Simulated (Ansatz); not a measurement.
H₃Al, triplet, at a GFN2-xTB geometry (such geometries of metal compounds can be far from the true shape) (a higher spin typed on purpose: for a closed-shell molecule this is an excited state); MP2/6-31G* in Ansatz (a first-principles code).

The Ansatz input:
Ansatz 0.2 input:
```yaml
crystal:
  periodic: [false, false, false]
  atoms:
    - {symbol: Al, position_ang: [-0.00852086, 0.11601664, 0.09405889]}
    - {symbol: H, position_ang: [0.59235466, -1.44177485, 0.61327871]}
    - {symbol: H, position_ang: [-0.41209475, 1.22776837, -0.98292216]}
    - {symbol: H, position_ang: [-0.06948873, -1.29420984, -0.85312208]}
basis:
  gaussian:
    orbitals: 6-31G*
magnetization: {spin_polarized: true, initial_magnetization: 2}
correlation: {method: mp2}
accuracy: high
```

### Question
Predict the main parts of the log of this Ansatz run.

### Answer

```
Functional definition: HF
470 factors; integrals over basis functions are off by at most 2.6e-9 eV
mean field evaluation 1: about -6624.4302 eV, gradient 6.5e0 eV
mean field evaluation 2: about -6624.4359 eV, gradient 6.5e0 eV
mean field evaluation 4: about -6625.1367 eV, gradient 7.8e-1 eV
mean field evaluation 8: about -6625.1594 eV, gradient 8.2e-3 eV
mean field evaluation 16: about -6625.1544 eV, gradient 3.5e-1 eV
mean field -6625.15941478 eV, -243.4701177988 hartree, gradient 3.0e-8 eV, S^2 2.025522; 2 other end points of the search recorded, 0 dependent functions left out
5 core orbitals not correlated
reference -6625.15941478 eV, -243.4701177988 hartree; 4, 2 occupied and 16, 18 virtual orbitals, 470 factors
second order -1.19370921 eV of doubles, -0.00000000 eV of singles
Total energy: -6626.35312398 eV, -243.5139858030 hartree
```
